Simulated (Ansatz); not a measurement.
Reaction (SMILES): C(=[N])=O → C atom + N atom + O atom
B3LYP-D3(BJ)/def2-TZVP geometries, fixed; electronic energies without zero-point terms.
Largest species:
```
C
O 1 1.1754
N 1 1.2216 2 180.00
```
Charge 0, spin multiplicity 2.

Basis-set convergence of the atomisation energy at HF with Ansatz (a first-principles code). All functions are spherical. Open shells are unrestricted. No added dispersion term, no relativity. Functions are those of the species that has most. Reference: the value in def2-QZVPPD, 180.78 kcal/mol, itself unsure by roughly 0.42 kcal/mol (its mean distance from pcseg-3, def2-QZVPP, cc-pVQZ). Deviations are taken from unrounded values.

```csv
basis,functions,atomisation energy (kcal/mol),minus reference (kcal/mol)
pcseg-0,27,117.74,-63.04
pcseg-1,42,174.19,-6.59
aug-cc-pVDZ,69,173.58,-7.20
aug-pcseg-1,69,181.07,0.28
pcseg-2,90,180.86,0.08
jun-cc-pV(T+d)Z,117,179.79,-0.99
aug-cc-pVTZ,138,179.91,-0.87
aug-pcseg-2,138,181.63,0.85
pcseg-3,180,181.88,1.09
```

The smallest set listed that lies within 4 kcal/mol of the reference with all its larger relatives (same family, alike in diffuse functions; a set with none counts only in the reference's own line) is aug-pcseg-1 (69 functions, 0.28 kcal/mol off).
